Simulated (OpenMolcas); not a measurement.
# Fe3+ in a point-charge field

Fe3+ among 5 point charges of -2 e arranged as a square pyramid (C4v), 2.21 Å from the ion, with the axial distance 2.475 Å.

```yaml
Program: OpenMolcas 26.06
Method: "SS-CASPT2, IPEA 0.25 Eh, imaginary shift 0.1 Eh (closed shells correlated: 3s 3p)"
Basis: ANO-RCC-VTZP [6s5p3d2f1g]
Scalar_Hamiltonian: DKH2, point nucleus
Active_space: 5 electrons in 5 orbitals (3d)
State_averaging: 2S+1 = 6 even, 1 root; 2S+1 = 4 even, 24 roots; 2S+1 = 2 even, 75 roots
Spin-orbit_coupling: RASSI with atomic mean-field integrals over the reference wave functions
```

The lowest spin-free states, above the lowest:

```
   State  Degeneracy  E (cm-1)  Free-ion L (%)
2S+1 = 6           1         0         S (100)
2S+1 = 4           2     32340          G (95)
2S+1 = 4           1     32360          G (96)
2S+1 = 4           1     32720          G (98)
2S+1 = 4           2     32900          G (98)
2S+1 = 4           1     33140         G (100)
2S+1 = 4           1     33310          G (93)
2S+1 = 4           1     33620         G (100)
2S+1 = 4           2     35420          P (69)
2S+1 = 4           1     38370          P (93)
2S+1 = 4           1     38580          D (93)
2S+1 = 4           1     38980          D (96)
2S+1 = 4           1     40420         D (100)
2S+1 = 4           2     41600          D (69)
2S+1 = 2           2     47820          I (95)
2S+1 = 2           1     47880          I (95)
2S+1 = 2           1     48030          I (98)
2S+1 = 2           1     48050          I (96)
2S+1 = 2           2     48070          I (98)
2S+1 = 2           1     48220          I (98)
```

The lowest levels with spin-orbit coupling:

```tsv
E (cm-1)	Degeneracy	2S+1	g
0	2	6	2.00 6.01 6.01
0	2	6	0.01 0.01 6.01
0	2	6	0.01 0.01 10.01
32230	2	4	0.93 3.72 3.72
32290	2	4	0.78 0.78 2.54
32300	2	4	0.12 0.12 5.36
32380	2	4	0.00 0.00 5.63
32390	2	4	0.01 0.01 10.58
32390	2	4	0.77 0.77 1.52
32720	2	4	2.81 4.07 4.07
32750	2	4	0.03 0.03 8.03
32850	2	4	1.94 1.94 4.45
32880	2	4	0.04 2.61 2.61
32910	2	4	0.19 0.19 3.45
32950	2	4	0.52 0.52 7.62
33140	2	4	1.98 4.72 4.72
33150	2	4	0.00 0.00 5.91
33300	2	4	0.00 0.00 5.47
33320	2	4	1.78 3.77 3.77
33620	2	4	0.00 0.00 6.61
```

Powder χT (cm3 K/mol): 4.38 at 2 K, 4.39 at 10 K, 4.39 at 50 K, 4.39 at 100 K, 4.39 at 200 K, 4.39 at 300 K. The effective moment at 300 K is 2.828 √(χT) = 5.92 μB.

The lowest level has 2S+1 = 6, for which the spin-only value is χT = S(S+1) / 2 = 4.375 cm3 K/mol (g = 2). The computed 4.385 at 300 K differs by +0.010, little more than the free-electron g of 2.0023 accounts for.

Free-ion shares, where given, are those of the reference states; single-state CASPT2 does not remix them. This is an electrostatic model: the charges have no orbitals. An unlabelled pair can be two single states that coincide in this model. No measured value stands beside these numbers.

The CASPT2 steps took 23 s on 1 thread of Arm Neoverse V2 (shared host); the integral step is not counted.
